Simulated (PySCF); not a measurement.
A run for PySCF: R-MP2/6-31G* on H2Se2 (SMILES [SeH][SeH]), a point of a torsion scan.

```python
from pyscf import gto, scf, dft, mp
from pyscf.data.elements import chemcore

mol = gto.M(
    atom='''
    Se   -1.08338494    0.57165845    0.42203186
    Se    1.08090590    0.60331839   -0.42626112
    H    -1.51437201   -0.60410747   -0.31021712
    H     1.19172815   -0.83159297   -0.60825150
    ''',
    basis='6-31g*',
    cart=True,
    charge=0, spin=0, verbose=3, max_memory=1800)
mf = scf.RHF(mol)
mf.conv_tol = 1e-8
mf.max_cycle = 100
mf.kernel()
if not mf.converged:
    mf = mf.newton().run(mf.mo_coeff, mf.mo_occ)
pt = mp.MP2(mf, frozen=chemcore(mol)).run()
```

Output:

```
converged SCF energy = -4800.23952791143
E(RMP2) = -4800.7660013214  E_corr = -0.526473409964024
E(SCS-RMP2) = -4800.72681771473  E_corr = -0.487289803293837
```

Self-consistency was reached.

Cost: roughly 1.7 core-seconds.
